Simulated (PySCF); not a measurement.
Coordinates in bohr (charge 0 multiplicity 2):
```
Nb    0.0000    0.0000    0.0000
F     3.2247    0.0000    1.4275
F     0.0000    3.2247   -1.4275
F    -3.2247    0.0000    1.4275
F     0.0000   -3.2247   -1.4275
```

Method: PySCF, UB3LYP, basis Nb def2-SVP with ECP28, F def2-SVP (scalar-relativistic core potentials, no spin–orbit coupling, density fitting).

This geometry of NbF₄ is a stationary point at this level.

What is the point group?

D2d.

Is it a minimum?

Yes: all harmonic wavenumbers are real.

List the harmonic modes with their infrared intensities.


```json
{"symmetry": "a1", "ω (cm⁻¹)": "153", "IR (km/mol, summed over degenerate members)": "0.0"}
{"symmetry": "e", "ω (cm⁻¹)": "170", "IR (km/mol, summed over degenerate members)": "42.5"}
{"symmetry": "b2", "ω (cm⁻¹)": "180", "IR (km/mol, summed over degenerate members)": "21.8"}
{"symmetry": "b1", "ω (cm⁻¹)": "206", "IR (km/mol, summed over degenerate members)": "0.0"}
{"symmetry": "b2", "ω (cm⁻¹)": "676", "IR (km/mol, summed over degenerate members)": "91.4"}
{"symmetry": "a1", "ω (cm⁻¹)": "695", "IR (km/mol, summed over degenerate members)": "0.0"}
{"symmetry": "e", "ω (cm⁻¹)": "731", "IR (km/mol, summed over degenerate members)": "419"}
```

What are the dipole moment and the gap between the highest occupied and lowest empty levels of either spin?

0.00 D and 3.42 eV.

In D2d the vibrations span 2a1 + 2e + 2b2 + b1. The a1, b1 modes carry no infrared intensity, as symmetry demands.

This need not be the most stable arrangement of these atoms. With open d or f shells other occupations or spin states may lie lower.
